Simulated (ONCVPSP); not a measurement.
# Before and after: ONCV potential for argon (Ar)

Ar (Z = 18), optimised norm-conserving Vanderbilt (ONCV), made with ONCVPSP 4.0.1 (PBE, scalar-relativistic). Core [Ne], reference 3s2 3p4 (charge +2). Waves: 3s: rc 1.25 bohr, ncon 4, nbas 7, qcut 6.2 1/bohr, 2 projectors, debl 3.4 Ha; 3p: rc 1.00 bohr, ncon 4, nbas 9, qcut 9.9 1/bohr, 2 projectors, debl 1.7 Ha; d scattering state at 0.04 Ha: rc 1.25 bohr, ncon 5, nbas 9, qcut 7.5 1/bohr, 2 projectors, debl 2.5 Ha. Local part: polynomial inside 0.75 bohr (lpopt 5, dvloc0 1 Ha). Core correction: Teter function, fcfact 3.5, rcfact 1.3.

In the d channel the program set the typed energies aside and used 0.050, 2.550 Ha.

Change: all radii but the core radius scaled by about 0.93 (s 1.16, p 0.92, d 1.16 bohr); local potential polynomial inside 0.70 bohr (lpopt 5, dvloc0 1 Ha).

Cutoffs: the cutoffs (Ha) at which the residual kinetic energy of the hardest occupied pseudo-wave falls to 1 and 0.1 mHa per electron; they do not see the model core or the augmentation charge, which bear on the density cutoff. Errors are all-electron minus pseudo energies relative to the spin-unpolarised reference configuration.

Question: What does the change do?

Answer: The potential gets harder (40 Ha and 168 Ha → 113 Ha and 314 Ha); both files keep a bound ghost (p); of the 4 tests that both files solve, the error grows in 0 and shrinks in 4 by more than 15 % and 0.3 meV (median size 5.9 → 4.8 meV). A smaller radius makes the pseudo-wave follow the all-electron one further in, where it bends more sharply, so more plane waves are needed. Less of the atom is replaced, so other configurations are described better.

| quantity | base | changed |
| --- | --- | --- |
| cutoff, loose | 40 Ha | 113 Ha |
| cutoff, tight | 168 Ha | 314 Ha |
| loose cutoff by channel | s 20 Ha, p 40 Ha | s 20 Ha, p 113 Ha |
| bound ghosts | p | p |
| GHOST(+) flags under 300 eV | s at 155.0 eV | s at 140.2 eV |
| error for 3s2 3p6, meV [ΔE -44.72 eV] | +8.7 | +7.2 |
| error for 3s2 3p5, meV [ΔE -28.66 eV] | +4.7 | +3.8 |
| error for 3s2 3p3, meV [ΔE 42.58 eV] | +4.1 | +3.4 |
| error for 3s2 3p5.5, meV [ΔE -38.17 eV] | +7.0 | +5.8 |
| rms error of d²Exc/dni dnj with the model core, mHa | 0.22 | 0.21 |

 A true bound ghost makes a file unfit for plane-wave use even where its test errors are small: the radial tests pick states by their node count and pass the ghost by.
